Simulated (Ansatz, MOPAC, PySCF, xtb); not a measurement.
Diatomic SnSe, closed-shell singlet (the spin of the measured ground state). No spin–orbit coupling. Se is treated without relativity.

Seven points along R, fitted to fifth degree in 1/R; most abundant isotopes. Runs in def2 and cc sets follow the lowest solution found near the PBE0 minimum. The singlet is held restricted. HF and MP2 rows in def2 and cc sets belong to the determinant that coupled cluster picked by its CCSD energy.

The values were computed with Ansatz (Gaussian basis) for Hartree–Fock, density functionals and correlated methods; MOPAC for PM6 (differences of heats of formation); PySCF for 3-21G rows, LANL2DZ rows; xtb for the GFN methods. Values without a source in brackets are computed. In def2 rows elements past Kr take small-core potentials, without spin–orbit coupling.

| level | r_e (Å) | ω_e (cm⁻¹) | ω_e x_e (cm⁻¹) | B_e (cm⁻¹) | D_e (eV) | dipole (D) |
|---|---|---|---|---|---|---|
| PM6 | 2.333 | 367 | 0.46 | 0.0646 | - | - |
| GFN1-xTB | 2.337 | 371 | 0.50 | 0.0643 | - | - |
| GFN2-xTB | 2.338 | 338 | 0.60 | 0.0643 | - | - |
| HF/3-21G | 2.386 | 336 | 0.49 | 0.0618 | - | 4.02 |
| HF/def2-TZVPP | 2.310 | 362 | 0.53 | 0.0659 | - | - |
| HF/def2-QZVPP | 2.309 | 361 | 0.52 | 0.0659 | - | - |
| SVWN5/def2-TZVPP | 2.323 | 330 | 0.58 | 0.0651 | 5.79 | 2.74 |
| PBE/def2-TZVPP | 2.356 | 318 | 0.58 | 0.0633 | 4.93 | 2.91 |
| BP86/LANL2DZ | 2.429 | 289 | 0.49 | 0.0596 | - | 3.26 |
| r2SCAN/def2-TZVPP | 2.332 | 333 | 0.57 | 0.0646 | 4.75 | 2.97 |
| B97M-V/def2-TZVPP | 2.338 | 330 | 0.60 | 0.0643 | 4.80 | 3.16 |
| B3LYP/LANL2DZ | 2.411 | 298 | 0.48 | 0.0605 | - | 3.56 |
| B3LYP/def2-TZVPP | 2.347 | 326 | 0.56 | 0.0638 | 4.61 | 3.15 |
| PBE0/def2-TZVPP | 2.325 | 339 | 0.55 | 0.0650 | 4.60 | 3.13 |
| BHLYP/def2-TZVPP | 2.318 | 348 | 0.54 | 0.0654 | 4.21 | 3.39 |
| CAM-B3LYP/def2-TZVPP | 2.314 | 347 | 0.53 | 0.0656 | 4.43 | 3.28 |
| wB97X-V/def2-TZVPP | 2.301 | 359 | 0.52 | 0.0664 | 4.63 | 3.35 |
| wB97M-V/def2-TZVPP | 2.306 | 355 | 0.52 | 0.0661 | 4.44 | 3.25 |
| B2PLYP/def2-TZVPP | 2.344 | 324 | 0.63 | 0.0640 | 4.68 | - |
| MP2/def2-TZVPP | 2.322 | 341 | 0.55 | 0.0652 | - | - |
| MP2/def2-QZVPP | 2.313 | 342 | 0.55 | 0.0657 | - | - |
| MP2/CBS(def2-TZVPP, def2-QZVPP) | 2.306 | 343 | 0.55 | 0.0661 | - | - |
| SCS-MP2/def2-TZVPP | 2.327 | 339 | 0.55 | 0.0649 | - | - |
| SCS-MP2/def2-QZVPP | 2.319 | 340 | 0.55 | 0.0654 | - | - |
| CCSD/def2-TZVPP | 2.320 | 346 | 0.56 | 0.0653 | 4.20 | - |
| CCSD/def2-QZVPP | 2.312 | 348 | 0.56 | 0.0658 | 4.35 | - |
| CCSD(T)/def2-TZVPP | 2.337 | 330 | 0.64 | 0.0644 | 4.52 | - |
| CCSD(T)/def2-QZVPP | 2.329 | 332 | 0.63 | 0.0648 | 4.71 | - |
| CCSD(T)/CBS(def2-TZVPP, def2-QZVPP) | 2.323 | 335 | 0.63 | 0.0652 | 4.84 | - |

D_e counts from each atom's lowest state at the same level, without counterpoise or zero-point energy.

Correlated levels freeze the inner cores; with def2 sets outer-core shells near the valence are correlated too. CBS: X⁻³ extrapolation of the correlation energy, Hartree–Fock from the larger set. Rows in 3-21G, LANL2DZ carry no dispersion term and start afresh at each structure; the Pople sets are all-electron and without relativity. LANL2DZ brings its own core potentials from Na on. The state that PM6 reach isn't checked.

Measured for the ground state: r_e 2.3256 Å [microwave values compiled in ACS Omega 2, 8373 (2017)]. ω_e 331.2 cm-1, ω_e x_e 0.736 cm-1, B_e 0.064998 cm-1, α_e 0.00017048 cm-1 [Huber and Herzberg (1979), NIST Chemistry WebBook]. D_0 4.12 ± 0.061 eV (a handbook's tabulated 298 K bond energy less 3RT/2; such tables hold older values) [Luo, bond dissociation energies, CRC Handbook]. dipole 2.82 D [compilation of Liu, Meijer and Pérez-Ríos].

Ansatz is an electronic-structure program.
